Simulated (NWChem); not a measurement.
## Ionisation of Ga (+1)

```
Ga
```
Charge +1, spin multiplicity 1.

Program: NWChem.

Basis set: def2-TZVP. −ε marks an orbital energy of the parent.

The Hamiltonian is non-relativistic. B3LYP has NWChem's definition, with VWN1-RPA local correlation.

Q: Order these methods by the first vertical ionisation energy they give, lowest first: −ε(HOMO) of HF, −ε(HOMO) of B3LYP, −ε(HOMO) of PBE, −ε(HOMO) of BP86, G0W0@LDA (SVWN5).

A: −ε(HOMO) of PBE (16.03 eV), −ε(HOMO) of BP86 (16.22 eV), −ε(HOMO) of B3LYP (16.92 eV), −ε(HOMO) of HF (18.72 eV), G0W0@LDA (SVWN5) (19.69 eV)
